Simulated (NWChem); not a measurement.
All runs are NWChem calculations. System: H$_{4}$Ge, charge 0, spin multiplicity 1, at a geometry optimised with PBE/def2-SVP. The structure started from a generated list of species. Level: PBE/def2-SVPD.

Part of the output:

```
             Northwest Computational Chemistry Package (NWChem) 7.3.0
             --------------------------------------------------------

                                NWChem Input Module
                                -------------------

 Scaling coordinates for geometry "geometry" by  1.889725989
 (inverse scale =  0.529177249)

 Turning off AUTOSYM since
 SYMMETRY directive was detected!

                             Geometry "geometry" -> ""
                             -------------------------

 Output coordinates in angstroms (scale by  1.889725989 to convert to a.u.)

  No.       Tag          Charge          X              Y              Z
 ---- ---------------- ---------- -------------- -------------- --------------
    1 Ge                  32.0000     0.00000000     0.00000000     0.00000000
    2 H                    1.0000     0.00000000    -1.26415800     0.89392600
    3 H                    1.0000     0.00000000     1.26415800     0.89392600
    4 H                    1.0000    -1.26415900     0.00000000    -0.89392500
    5 H                    1.0000     1.26415900     0.00000000    -0.89392500

 Effective nuclear repulsion energy (a.u.)      45.0038715510

            Nuclear Dipole moment (a.u.)
            ----------------------------
        X                 Y               Z
 ---------------- ---------------- ----------------
     0.0000000000     0.0000000000     0.0000037795

      Symmetry information
      --------------------

 Group name             C2v
 Group number             16
 Group order               4
 No. of unique centers     3

      Symmetry unique atoms

     1    2    4


 Summary of "ao basis" -> "" (spherical)
 ------------------------------------------------------------------------------
       Tag                 Description            Shells   Functions and Types
 ---------------- ------------------------------  ------  ---------------------
 *                         def2-svpd                  on all atoms

  pbe96 is a nonlocal functional; adding pw91lda local functional.
                              NWChem Property Module
                              ----------------------

                                 NWChem DFT Module
                                 -----------------

 Summary of "ao basis" -> "ao basis" (spherical)
 ------------------------------------------------------------------------------
       Tag                 Description            Shells   Functions and Types
 ---------------- ------------------------------  ------  ---------------------
 Ge                        def2-svpd                14       38   6s4p4d
 H                         def2-svpd                 4        8   2s2p

 Summary of "ao basis" -> "ao basis" (spherical)
 ------------------------------------------------------------------------------
       Tag                 Description            Shells   Functions and Types
 ---------------- ------------------------------  ------  ---------------------
 Ge                        def2-svpd                14       38   6s4p4d
 H                         def2-svpd                 4        8   2s2p

            General Information
            -------------------
          SCF calculation type: DFT
          Wavefunction type:  closed shell.
          No. of atoms     :     5
          No. of electrons :    36
           Alpha electrons :    18
            Beta electrons :    18
          Charge           :     0
          Spin multiplicity:     1
          Use of symmetry is: off; symmetry adaption is: off
          Maximum number of iterations: 100
          AO basis - number of functions:    70
                     number of shells:    30
          Convergence on energy requested:  1.00D-06
          Convergence on density requested:  1.00D-05
          Convergence on gradient requested:  5.00D-04

              XC Information
              --------------
          PerdewBurkeErnzerhof Exchange Functional  1.000
            Perdew 1991 LDA Correlation Functional  1.000 local
           PerdewBurkeErnz. Correlation Functional  1.000 non-local

             Grid Information
             ----------------
          Grid used for XC integration:  medium
[...]
    11     -0.200359  1 Ge py                40     -0.121580  2 H  s
    48      0.121571  3 H  s                 20     -0.075359  1 Ge d -1
     8      0.065539  1 Ge py                30      0.032031  1 Ge d -1

 Vector   18  Occ=2.000000D+00  E=-3.051937D-01
              MO Center= -3.2D-04,  6.5D-08, -5.8D-01, r^2= 2.3D+00
   Bfn.  Coefficient  Atom+Function         Bfn.  Coefficient  Atom+Function
  ----- ------------  ---------------      ----- ------------  ---------------
    13      0.338147  1 Ge px                55     -0.327415  4 H  s
    63      0.327286  5 H  s                 16      0.246620  1 Ge px
    10     -0.200360  1 Ge px                56     -0.121596  4 H  s
    64      0.121548  5 H  s                 22     -0.075357  1 Ge d  1
     7      0.065539  1 Ge px                32      0.032030  1 Ge d  1

 Vector   19  Occ=0.000000D+00  E=-1.798603D-02
              MO Center= -2.2D-08, -3.2D-08,  1.6D-05, r^2= 8.0D+00
   Bfn.  Coefficient  Atom+Function         Bfn.  Coefficient  Atom+Function
  ----- ------------  ---------------      ----- ------------  ---------------
     5      3.748309  1 Ge s                  6     -2.667648  1 Ge s
    40     -0.567476  2 H  s                 48     -0.567476  3 H  s
    56     -0.567486  4 H  s                 64     -0.567486  5 H  s
     4      0.505117  1 Ge s                  3     -0.312851  1 Ge s
    45     -0.098013  2 H  py                53      0.098013  3 H  py

 Vector   20  Occ=0.000000D+00  E= 1.336141D-02
              MO Center=  4.1D-05,  2.2D-07,  2.3D-01, r^2= 4.7D+00
   Bfn.  Coefficient  Atom+Function         Bfn.  Coefficient  Atom+Function
  ----- ------------  ---------------      ----- ------------  ---------------
    37      0.479282  1 Ge d  1              13     -0.275671  1 Ge px
    16     -0.235617  1 Ge px                55     -0.192237  4 H  s
    63      0.192213  5 H  s                 10      0.142015  1 Ge px
    32      0.124894  1 Ge d  1              22     -0.105097  1 Ge d  1
    62      0.103447  4 H  pz                70     -0.103452  5 H  pz

 Vector   21  Occ=0.000000D+00  E= 1.336147D-02
              MO Center= -4.6D-07,  8.1D-05, -2.3D-01, r^2= 4.7D+00
   Bfn.  Coefficient  Atom+Function         Bfn.  Coefficient  Atom+Function
  ----- ------------  ---------------      ----- ------------  ---------------
    35      0.479275  1 Ge d -1              14     -0.275676  1 Ge py
    17     -0.235615  1 Ge py                39     -0.192247  2 H  s
    47      0.192200  3 H  s                 11      0.142017  1 Ge py
    30      0.124892  1 Ge d -1              20     -0.105096  1 Ge d -1
    46     -0.103453  2 H  pz                54      0.103463  3 H  pz

 center of mass
 --------------
 x =   0.00000000 y =   0.00000000 z =   0.00000005

 moments of inertia (a.u.)
 ------------------
          23.007025382596           0.000000000000           0.000000000000
           0.000000000000          23.007043581461           0.000000000000
           0.000000000000           0.000000000000          23.006250719037

     Multipole analysis of the density
     ---------------------------------

     L   x y z        total         alpha         beta         nuclear
     -   - - -        -----         -----         ----         -------
     0   0 0 0     -0.000000    -18.000000    -18.000000     36.000000

     1   1 0 0     -0.000000     -0.000000     -0.000000      0.000000
     1   0 1 0     -0.000000     -0.000000     -0.000000      0.000000
     1   0 0 1     -0.000046     -0.000025     -0.000025      0.000004

     2   2 0 0    -15.531345    -13.472583    -13.472583     11.413821
     2   1 1 0     -0.000000     -0.000000     -0.000000      0.000000
     2   1 0 1     -0.000000     -0.000000     -0.000000      0.000000
     2   0 2 0    -15.531414    -13.472609    -13.472609     11.413803
     2   0 1 1     -0.000000     -0.000000     -0.000000      0.000000
     2   0 0 2    -15.531354    -13.472972    -13.472972     11.414590

 *** CALLING NEW AORESP DRIVER FOR CLOSED AND OPEN SHELLS ***
 Entering AOResponse driver routine

--------------------------------------------------------------------------------

          ****************
          *** RESPONSE ***
          ****************

 Response module for NWChem and dynamic CPKS solver

          -----------------------------------------------
          Solving response equations for perturbing field
          -----------------------------------------------

 number of frequencies:     1
 frequency in a.u.:  0.0000000E+00
 Perturbing field: electric
 Using El. Dipole Length Gauge

 Setting up CPKS with frequency omega =      0.00000000 a.u.

 STATIC response

                                NWChem CPHF Module
                                ------------------

  scftype          =     RHF
  nclosed          =       18
  nopen            =        0
  variables        =      936
  # of vectors     =        3
  tolerance        = 0.10D-03
  level shift      = 0.00D+00
  max iterations   =       50
  max subspace     =       30

  int2e_file: Failed to allocate cache ... halving
 SCF residual:    2.4822150397365308E-005

Iterative solution of linear equations
  No. of variables      936
  No. of equations        3
  Maximum subspace       30
        Iterations       50
       Convergence  1.0D-04

   iter   nsub   residual    time
   ----  ------  --------  ---------
     1      3    3.35D+00       4.0
     2      6    5.23D-01       5.1
     3      9    2.06D-02       6.3
     4     12    4.24D-03       7.3
     5     15    1.53D-04       8.3
     6     18    8.62D-06       9.2

 Electric Dipole Response Matrix (nonzero elements):

              1        2        3
    1   36.7100   0.0000   0.0000
    2    0.0000  36.7100  -0.0000
    3    0.0000  -0.0000  36.7105

 ------------------------------------------
 average:        36.71018 + I       0.00000

 DFT Linear Response polarizability / au
 Frequency  =       0.0000000 / au
 Wavelength = -999999.0000000 / nm
              X              Y              Z
 -----------------------------------------------
 X      36.7100167      0.0000001      0.0000003
 Y       0.0000001     36.7100008     -0.0000003
 Z       0.0000003     -0.0000003     36.7105259
 -----------------------------------------------
 Eigenvalues =      36.7100167     36.7100008     36.7105259
 Isotropic   =      36.7101811
 Anisotropic =       0.0005173
 -----------------------------------------------

 Magnetic Dipole Response Matrix (nonzero elements):
 Optical rotation tensor Beta

 *** static G'=0. Use GPRIME input with finite omega
 *** or better ORBETA without GPRIME for small or zero freq.

 zero matrix

 ------------------------------------------
 average:         0.00000 + I       0.00000

 Exiting AOResponse driver routine

          -------------
          Dipole Moment
          -------------

 Center of charge (in au) is the expansion point
         X =       0.0000000 Y =       0.0000000 Z =       0.0000001

   Dipole moment        0.0000463828 A.U.
             DMX       -0.0000000123 DMXEFC        0.0000000000
             DMY       -0.0000000405 DMYEFC        0.0000000000
             DMZ       -0.0000463828 DMZEFC        0.0000000000
   -EFC- dipole         0.0000000000 A.U.
   Total dipole         0.0000463828 A.U.

   Dipole moment        0.0001178943 Debye(s)
             DMX       -0.0000000312 DMXEFC        0.0000000000
             DMY       -0.0000001030 DMYEFC        0.0000000000
             DMZ       -0.0001178942 DMZEFC        0.0000000000
   -EFC- dipole         0.0000000000 DEBYE(S)
   Total dipole         0.0001178943 DEBYE(S)

 1 a.u. = 2.541766 Debyes

 Task  times  cpu:        9.3s     wall:        9.3s

 Total times  cpu:        9.3s     wall:        9.3s
```

Write an NWChem input that would produce this output.

One answer among several that fit: 
```
start mol
memory heap 200 mb stack 900 mb global 1100 mb
geometry units angstroms nocenter noautoz
  Ge     0.000000     0.000000    -0.000000
  H      0.000000    -1.264158     0.893926
  H      0.000000     1.264158     0.893926
  H     -1.264159     0.000000    -0.893925
  H      1.264159     0.000000    -0.893925
  symmetry group C2v
end
basis spherical
  * library def2-svpd
end
dft
  xc xpbe96 cpbe96
  semidirect memsize 60000000 filesize 0
  iterations 100
end
property
  dipole
  response 1 0.0
end
task dft property
```
